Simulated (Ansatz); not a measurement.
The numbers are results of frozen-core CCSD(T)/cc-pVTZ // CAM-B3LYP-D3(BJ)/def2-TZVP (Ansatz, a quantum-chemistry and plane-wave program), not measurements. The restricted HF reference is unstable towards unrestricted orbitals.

Ansatz 0.2 input:
```yaml
crystal:
  periodic: [false, false, false]
  atoms:
    - { symbol: B, position_ang: [2.123422, 1.351022, 0.229149] }
    - { symbol: C, position_ang: [1.467185, 0.035372, -0.171563] }
    - { symbol: C, position_ang: [0.149416, -0.274069, -0.119348] }
    - { symbol: C, position_ang: [-0.333349, -1.623155, -0.555546] }
    - { symbol: C, position_ang: [-0.854016, 0.676947, 0.357546] }
    - { symbol: C, position_ang: [-2.15733, 0.433318, 0.431571] }
    - { symbol: H, position_ang: [1.506375, 2.280217, 0.647373] }
    - { symbol: H, position_ang: [3.30545, 1.471708, 0.127534] }
    - { symbol: H, position_ang: [2.109382, -0.757892, -0.545369] }
    - { symbol: H, position_ang: [-0.846986, -2.134825, 0.260504] }
    - { symbol: H, position_ang: [-1.048058, -1.533319, -1.375749] }
    - { symbol: H, position_ang: [0.495456, -2.244094, -0.885848] }
    - { symbol: H, position_ang: [-0.483192, 1.643401, 0.667232] }
    - { symbol: H, position_ang: [-2.592256, -0.512182, 0.137315] }
    - { symbol: H, position_ang: [-2.841497, 1.187552, 0.7952] }
basis:
  gaussian: { orbitals: cc-pVTZ }
correlation:
  method: ccsd_t
```

Output:

```
Functional definition: HF
1733 factors; integrals over basis functions are off by at most 1.1e-3 eV
mean field evaluation 1: about -5962.8026 eV, gradient 3.7e1 eV
mean field evaluation 2: about -5963.1324 eV, gradient 3.6e1 eV
mean field evaluation 4: about -5967.1276 eV, gradient 3.9e0 eV
mean field evaluation 8: about -5967.1839 eV, gradient 2.7e-1 eV
mean field evaluation 16: about -5962.8016 eV, gradient 3.7e1 eV
mean field -5967.18443127 eV, -219.2899831463 hartree, gradient 2.0e-6 eV, S^2 0.000000; 0 other end points of the search recorded, 0 dependent functions left out; unrestricted orbitals would lower it
6 core orbitals not correlated
reference -5967.18443127 eV, -219.2899831463 hartree; 16, 16 occupied and 284, 284 virtual orbitals, 1733 factors
second order -25.06197935 eV of doubles, -0.00000000 eV of singles
cycle   1  -25.71690768 eV  change   -6.5e-1 eV  update   1.1e-1
cycle   2  -26.38719825 eV  change   -6.7e-1 eV  update   3.4e-2
cycle   3  -26.52355243 eV  change   -1.4e-1 eV  update   1.6e-2
cycle   4  -26.51809058 eV  change    5.5e-3 eV  update   4.3e-3
cycle   5  -26.51779486 eV  change    3.0e-4 eV  update   2.0e-3
cycle   6  -26.51846970 eV  change   -6.7e-4 eV  update   6.0e-4
cycle   7  -26.51832139 eV  change    1.5e-4 eV  update   2.9e-4
cycle   8  -26.51833488 eV  change   -1.3e-5 eV  update   1.2e-4
cycle   9  -26.51836457 eV  change   -3.0e-5 eV  update   4.1e-5
cycle  10  -26.51834809 eV  change    1.6e-5 eV  update   1.5e-5
perturbative correction -1.22224431 eV, -0.0449166500 hartree
Total energy: -5994.92502367 eV, -220.3094311139 hartree
```

Cost: about 50 core-minutes (a rough figure).
